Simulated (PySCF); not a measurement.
Calculated elemental compositions, with the atomic weights C 12.011, O 15.999, P 30.974, H 1.008, F 18.998, Cl 35.450, S 32.060, Si 28.085, N 14.007.

Question: A compound of molar mass 144.11 g/mol holds 6.30 % hydrogen, 22.20 % oxygen, 50.01 % carbon and 21.49 % phosphorus by mass. What is its formula?

Answer: Atoms of each element: H 9.01, O 2.00, C 6.00, P 1.00. So C6H9O2P. One species with this formula is `CC(=O)[P@@]1(=O)C=CCC1`.

Question: A compound of molar mass 180.61 g/mol holds 3.35 % hydrogen, 66.50 % carbon, 19.63 % chlorine and 10.52 % fluorine by mass. What is its formula?

Answer: Atoms of each element: H 6.00, C 10.00, Cl 1.00, F 1.00. So C10H6ClF. One species with this formula is `Fc1ccc(Cl)c2ccccc12`.

Question: A compound of molar mass 136.24 g/mol holds 23.53 % sulfur, 23.49 % oxygen, 20.61 % silicon, 26.45 % carbon and 5.92 % hydrogen by mass. What is its formula?

Answer: Atoms of each element: S 1.00, O 2.00, Si 1.00, C 3.00, H 8.00. So C3H8O2SSi. One species with this formula is `CS[Si@H](O)CC=O`.

Question: A compound of molar mass 158.18 g/mol holds 17.71 % nitrogen, 20.23 % oxygen, 37.97 % carbon, 20.27 % sulfur and 3.82 % hydrogen by mass. What is its formula?

Answer: Dividing out the atomic weights: N 2.00, O 2.00, C 5.00, S 1.00, H 5.99. So C5H6N2O2S. One species with this formula is `CC(=O)OCc1ncsn1`.
